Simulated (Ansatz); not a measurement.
Reaction (formal exchange of groups at a C–Si bond): `O[SiH2]C[Si](O)(O)O` + `O[SiH](Cl)Cl` → `O[SiH2]C[Si](O)(Cl)Cl` + `O[SiH](O)O`

Isolated molecules relaxed with PBE0-D4/def2-TZVP in Ansatz; ΔE leaves out vibrations. CCSD(T)/CBS is the MP2 limit (def2-TZVPP, def2-QZVPP) plus CCSD(T) − MP2 in def2-TZVPP, frozen cores. This one scheme is used for every species. Functionals use def2-TZVPP. Each species was taken in one conformer, which may not be the lowest.

```tsv
level	ΔE (eV)
PBE0	0.01
CCSD/def2-TZVPP	-0.01
SCS-MP2/def2-QZVPP	-0.03
CCSD/CBS(def2)	-0.01
```

Task: What does CCSD(T)/CBS give? (Estimate.)

Result: The calculation gave: -0.01 eV. The listed levels differ from it by 0.02, 0.00, -0.02, 0.00 eV.

Largest T1 diagnostic among the species: 0.011.
